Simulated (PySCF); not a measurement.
Compound: C5H13AlP2.
Geometry (PBE0-D3(BJ)/def2-SVP, Å), atoms numbered from 1 in this order:
```
atom  x, y, z in Å
C1    -2.8901   -1.1271   -0.3523
C2    -1.5904   -0.5420    0.0894
C3    -1.3799    0.1032    1.2462
C4     0.0074    0.5930    1.5410
P5     0.9231    0.3768   -0.0572
Al6    3.2656   -0.3925   -0.0335
P7     0.5101    2.3050   -1.0639
C8    -0.3815   -0.7066   -0.7998
H9    -2.7918   -2.2102   -0.5342
H10   -3.6796   -0.9729    0.3959
H11   -3.2204   -0.6753   -1.3026
H12   -2.1772    0.2495    1.9812
H13    0.0427    1.6423    1.8767
H14    0.5063   -0.0063    2.3235
H15    3.9110    0.8467    0.7612
H16    3.4989   -0.4631   -1.6226
H17    3.0598   -1.7757    0.7610
H18    1.5599    2.9723   -0.3598
H19    1.3589    1.9890   -2.1697
H20   -0.5792   -0.4311   -1.8490
H21   -0.0256   -1.7525   -0.8094
```

Computed with PySCF at PBE0/pcSseg-1, non-relativistic, on one gas-phase PBE0-D3(BJ)/def2-SVP geometry that isn't relaxed in the solvent. The solvent is an IEF-PCM continuum (van der Waals radii × 1.2). Only the electrostatic response of the medium enters.

```csv
run,E − E(gas) (kJ/mol),HOMO (eV),HOMO–LUMO gap (eV),dipole (D)
gas,0.00,-7.37,6.57,5.19
P,-18.89,-7.24,6.62,5.77
Q,-39.70,-7.05,6.57,6.27
```

Task: The runs were made in acetonitrile and benzene. Which run belongs to which solvent?

Result: P = benzene, Q = acetonitrile. The dielectric constants are 2.271 (benzene), 35.69 (acetonitrile), and the energy falls further as ε rises. In this model the ground state sees the solvent through ε alone.

Task: How constant is the ratio of the lowering to (ε − 1)/(2ε + 1)?

Result: 
```tsv
solvent	(ε − 1)/(2ε + 1)	E − E(gas) (kJ/mol)	ratio (kJ/mol)	polarisation term (kJ/mol)
benzene	0.229	-18.89	-82.4	-20.23
acetonitrile	0.479	-39.70	-82.8	-45.37
```

The ratio changes by +0.5 % in size from benzene to acetonitrile. The polarisation term is half the interaction of the solute with the induced surface charges.

The run took 50 s of wall time on one thread of an Arm Neoverse V2, shared host, and the process peaked at 1.3 GiB of memory. This is the whole shielding run at PBE0/pcSseg-1 in acetonitrile, SCF included.
